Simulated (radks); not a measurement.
Neutral dysprosium inside a hard spherical wall (all orbitals vanish at R), configuration held at [Xe] 4f10 6s2 and not refilled when levels cross. All-electron calculation, scalar-relativistic Kohn-Sham, LDA (Slater exchange, Perdew-Wang correlation), spin-polarised, spherical densities, point nucleus; open shells are filled with parallel spins first (spin-orbit coupling, left out, can overturn this in heavy ions). Program: a radial shooting solver on a logarithmic mesh with Libxc functionals. Eigenvalues in eV for spin up, with the zero of energy where the potential of the charges vanishes at infinity; a dash marks a level that is unbound or too diffuse for the functional's potential to be trusted. A positive occupied level is held by the wall or, in an anion where self-interaction has pushed it up, behind a barrier. The pressure on the wall is -dE/dV.

| R (bohr) | E (hartree) | kinetic (hartree) | e(5s) | e(5p) | e(4f) | e(6s) | e(5d, empty) | e(6p, empty) | pressure (GPa) |
|---|---|---|---|---|---|---|---|---|---|
| free | -12149.4583 | 13105.696 | -49.807 | -26.027 | -4.520 | -3.955 | -1.469 | -1.230 | 0 |
| 20 | -12149.4583 | 13105.696 | -49.807 | -26.027 | -4.520 | -3.955 | -1.469 | -1.230 | < 0.0001 |
| 15 | -12149.4582 | 13105.696 | -49.805 | -26.025 | -4.518 | -3.953 | -1.467 | -1.217 | 0.000149 |
| 10 | -12149.4560 | 13105.717 | -49.657 | -25.879 | -4.372 | -3.834 | -1.321 | -0.894 | 0.0523 |
| 6 | -12149.3536 | 13106.216 | -47.599 | -23.881 | -2.318 | -1.390 | 0.794 | 3.323 | 6.54 |
| 5 | -12149.1767 | 13106.912 | -45.831 | -22.205 | -0.480 | 1.775 | 2.887 | 8.170 | 27.1 |
| 4 | -12148.6084 | 13109.068 | -42.245 | -18.813 | 3.484 | 10.353 | 7.633 | 20.276 | 150 |
| 3 | -12146.1253 | 13118.391 | -32.521 | -8.864 | 15.094 | 40.213 | 21.949 | 57.928 | 1350 |
| 2 | -12128.6315 | 13176.594 | 9.979 | 40.441 | 60.664 | 186.93 | 88.177 | 222.67 | 26300 |
| 1.5 | -12080.2212 | 13322.441 | 109.67 | 156.17 | 135.80 | 484.39 | 228.25 | 538.05 | 195000 |
